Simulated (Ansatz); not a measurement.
Pulling on the N4–H5 bond in AlH4N (SMILES [NH2][AlH2]) (multiplicity 1 held, fragments rigid). Energies count from the point at 1.008 Å.
Geometry at that point (charge 0, multiplicity 1):
```xyz
6

Al     0.01203    -0.28252    -0.58588
H     -1.25288    -0.11264    -1.51238
H      1.30419    -1.09271    -0.98729
N     -0.02070     0.48630     1.00849
H     -0.78953     1.02757     1.37269
H      0.72678     0.44640     1.68405
```

R- and RO- levels are restricted; in cc, def2 and unpolarised 6-31G sets they are followed outwards from rest. U- levels take the lowest unrestricted solution at each point, which mixes spins at long bonds. Curves can end on different states.

Cores are frozen in the correlated methods.

Codes used: Ansatz (a first-principles code) with Gaussian orbitals. Values without a source in brackets are computed.

Energies in kJ/mol.

```tsv
R (Å)	R-HF/cc-pV(D+d)Z	U-HF/cc-pV(D+d)Z	R-SCS-MP2/cc-pV(D+d)Z	U-CCSD/cc-pV(D+d)Z	R-CCSDT/cc-pV(D+d)Z	R-CCSDT(Q)/cc-pV(D+d)Z
0.807	146	146	161	160	161	162
0.907	27	27	34	34	35	35
1.008	0	0	0	0	0	0
1.109	22	22	15	15	14	14
1.210	70	70	56	56	54	54
1.361	163	163	137	136	133	132
1.512	261	260	224	220	214	214
1.765	413	356	354	347	332	330
2.017	541	391	457	438	415	412
2.319	665	406	542	491	473	469
2.722	789	404	600	513	505	500
3.227	895	400	602	511	516	511
```

Doubts at one or more of the structures used: a restricted determinant that unrestricted orbitals would lower (R-HF/cc-pV(D+d)Z, R-SCS-MP2/cc-pV(D+d)Z, R-CCSDT/cc-pV(D+d)Z, R-CCSDT(Q)/cc-pV(D+d)Z); a spin-contaminated determinant (U-HF/cc-pV(D+d)Z, U-CCSD/cc-pV(D+d)Z); T1 above 0.05 (U-CCSD/cc-pV(D+d)Z); other coupled-cluster roots lie near (R-CCSDT/cc-pV(D+d)Z, R-CCSDT(Q)/cc-pV(D+d)Z).
